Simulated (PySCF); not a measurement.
Cartesian coordinates in Å; atom numbers follow the order of the lines, from 1:
```xyz
25

C    -2.403   -1.484    0.540
N    -1.376   -1.023   -0.349
P    -0.693    0.385   -0.263
C    -1.723    1.881   -0.477
C     0.562    0.454   -1.580
C     1.576   -0.688   -1.440
Si    2.501   -0.580    0.185
F     3.378   -1.935    0.416
C     1.253   -0.391    1.572
C     0.258    0.742    1.283
H    -2.096   -1.542    1.608
H    -2.708   -2.507    0.260
H    -3.333   -0.876    0.522
H    -1.114    2.798   -0.492
H    -2.279    1.791   -1.421
H    -2.447    1.946    0.348
H     1.044    1.447   -1.547
H     0.015    0.388   -2.535
H     2.277   -0.694   -2.290
H     1.024   -1.643   -1.452
H     3.463    0.565    0.180
H     0.706   -1.346    1.648
H     1.764   -0.230    2.535
H    -0.474    0.849    2.102
H     0.761    1.720    1.183
```

Geometry: PBE0-D3(BJ)/def2-SVP; GIAO shifts from PySCF, gas phase, non-relativistic, averaged over equivalent atoms.

At B97-2/pcSseg-1 (259 basis functions, 73 s wall time on 1 thread of an Arm Neoverse V2, shared host):
```json
{"atoms": "C1", "δ (ppm)": "32.6"}
{"atoms": "C5/C10", "δ (ppm)": "23.8"}
{"atoms": "C4", "δ (ppm)": "14.0"}
{"atoms": "C6/C9", "δ (ppm)": "7.9"}
{"atoms": "N2", "δ (ppm)": "37.5"}
{"atoms": "P3", "δ (ppm)": "-23.9"}
{"atoms": "Si7", "δ (ppm)": "18.0"}
{"atoms": "F8", "δ (ppm)": "-198.3"}
{"atoms": "H21", "δ (ppm)": "4.88"}
{"atoms": "H11/H12/H13", "δ (ppm)": "2.92"}
{"atoms": "H18/H24", "δ (ppm)": "1.91"}
{"atoms": "H20/H22", "δ (ppm)": "1.69"}
{"atoms": "H14/H15/H16", "δ (ppm)": "1.02"}
{"atoms": "H17/H25", "δ (ppm)": "0.96"}
{"atoms": "H19/H23", "δ (ppm)": "0.91"}
```

Shifts are taken against calculated references (same method and geometry level): TMS for ¹³C (183.69 ppm), ²⁹Si (357.41 ppm), ¹H (31.38 ppm); ¹⁵N (262.91 ppm) vs NH3; H3PO4 for ³¹P (316.18 ppm); CFCl3 for ¹⁹F (178.12 ppm).

Task: Predict the values at PBE0/pcSseg-1 on the same geometry.

Result: 
| atoms | δ at PBE0/pcSseg-1 | change |
| --- | --- | --- |
| C1 | 32.1 | -0.5 |
| C5/C10 | 23.7 | -0.1 |
| C4 | 14.0 | +0.0 |
| C6/C9 | 7.6 | -0.3 |
| N2 | 39.3 | +1.8 |
| P3 | -27.3 | -3.4 |
| Si7 | 20.9 | +2.9 |
| F8 | -197.2 | +1.1 |
| H21 | 5.00 | +0.12 |
| H11/H12/H13 | 2.93 | +0.01 |
| H18/H24 | 1.91 | +0.00 |
| H20/H22 | 1.70 | +0.01 |
| H14/H15/H16 | 1.01 | -0.01 |
| H17/H25 | 0.95 | -0.01 |
| H19/H23 | 0.91 | +0.00 |

Scale: TMS for ¹³C (σ = 184.41 ppm), ²⁹Si (σ = 351.99 ppm), ¹H (σ = 31.27 ppm); NH3 for ¹⁵N (σ = 265.67 ppm); ³¹P (σ = 310.13 ppm) against H3PO4; ¹⁹F (σ = 177.25 ppm) vs CFCl3 (reference shieldings calculated alike).

The largest change is at P3 (phosphorus bonded to 3 C, N, in a 6-membered ring). Cost: 259 basis functions, 90 s wall time on 1 thread of an Arm Neoverse V2, shared host. The order of the carbon signals is the same at both levels.

Unscaled 19F shifts against computed CFCl3 carry errors that often reach 10 to 50 ppm. Experimental scales use liquid or dissolved standards, which lie at an offset from isolated NH3 (liquid NH3: subtract about 20 ppm) and H3PO4.
